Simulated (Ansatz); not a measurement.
Reactions of F$_{2}$Ge, SMILES `[F][Ge][F]`.

Program: Ansatz. Geometries: PBE0-D4/def2-TZVP. ΔE: electronic, gas phase. CCSD(T)/CBS adds triple-zeta CCSD(T) − MP2 to the extrapolated MP2 energy (def2 sets, frozen cores). This one scheme is used for every species. Functionals use def2-TZVPP. B3LYP here is the variant with VWN-RPA as its local correlation; programs differ in this. Elements past krypton have def2 core potentials. For Ag, Ge, V outer-core shells are correlated without core-valence functions, which leaves a few kJ/mol of doubt a bond. Scalar relativity is left out up to krypton. Each species was taken in one conformer, which may not be the lowest.

```tsv
reaction	B3LYP-D4 (kcal/mol)	r2SCAN-D4 (kcal/mol)	LDA (SPW92) (kcal/mol)	PBE0-D4 (kcal/mol)
`[F][Ge][F]` + `[SiH3][N]([SiH3])[Ag]` → `[F][Ge][N]([SiH3])[SiH3]` + `[F][Ag]`	9.6	10.1	11.8	9.5
`[F][Ge][F]` + `CSC(C)C` → `C[S][Ge][F]` + `CC(C)F`	9.1	8.4	7.6	8.9
`[F][Ge][F]` + `CO[SiH](C)Cl` → `[F][Ge][Cl]` + `CO[SiH](C)F`	-11.6	-11.3	-10.9	-10.9
`[F][Ge][F]` + `CN(C)C=O` → `C[N](C)[Ge][F]` + `O=CF`	24.3	24.0	24.5	24.2
`[F][Ge][F]` + `[O]=[V]([OH])([F])[Cl]` → `[OH][Ge][F]` + `[O]=[V]([F])([F])[Cl]`	2.6	1.6	1.7	2.2
```

**Question.** Give the CCSD(T)/CBS values in the same order. (An estimate is asked.)

**Answer.** Ansatz gave: 8.6, 11.9, -11.2, 22.7, 3.6 kcal/mol.

Largest T1 diagnostic: 0.032, for `[O]=[V]([OH])([F])[Cl]`, so its coupled-cluster energy is less sure.
